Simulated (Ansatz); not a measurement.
Start from `[SiH3]C1CO1` and change one atom or group to get `ClCC1CO1`.

Ansatz, PBE0-D4/def2-TZVP geometries, multiplicity 1. Each molecule was computed in one conformer, which needn't be the lowest.

| property | `[SiH3]C1CO1` |
| --- | --- |
| size of the dipole moment (PBE/def2-TZVPP) / D | 1.56 |
| HOMO–LUMO gap (ωB97M-V/def2-TZVPP) / eV | 12.41 |
| LUMO energy (PBE/def2-TZVPP) / eV | -0.17 |
| HOMO energy (PBE/def2-TZVPP) / eV | -6.21 |
| HOMO energy (PBE0/def2-TZVPP) / eV | -7.81 |
| HOMO–LUMO gap (PBE0/def2-TZVPP) / eV | 8.46 |

Give the same properties after the change, and the shifts. (An estimate is asked.)

The calculation gave: 
```json
{"property": "size of the dipole moment (PBE/def2-TZVPP) / D", "`ClCC1CO1`": "0.51", "shift": "-1.05"}
{"property": "HOMO–LUMO gap (ωB97M-V/def2-TZVPP) / eV", "`ClCC1CO1`": "13.30", "shift": "0.89"}
{"property": "LUMO energy (PBE/def2-TZVPP) / eV", "`ClCC1CO1`": "-0.48", "shift": "-0.31"}
{"property": "HOMO energy (PBE/def2-TZVPP) / eV", "`ClCC1CO1`": "-6.54", "shift": "-0.33"}
{"property": "HOMO energy (PBE0/def2-TZVPP) / eV", "`ClCC1CO1`": "-8.18", "shift": "-0.37"}
{"property": "HOMO–LUMO gap (PBE0/def2-TZVPP) / eV", "`ClCC1CO1`": "8.85", "shift": "0.39"}
```

Dipoles are sizes alone; their direction can turn.
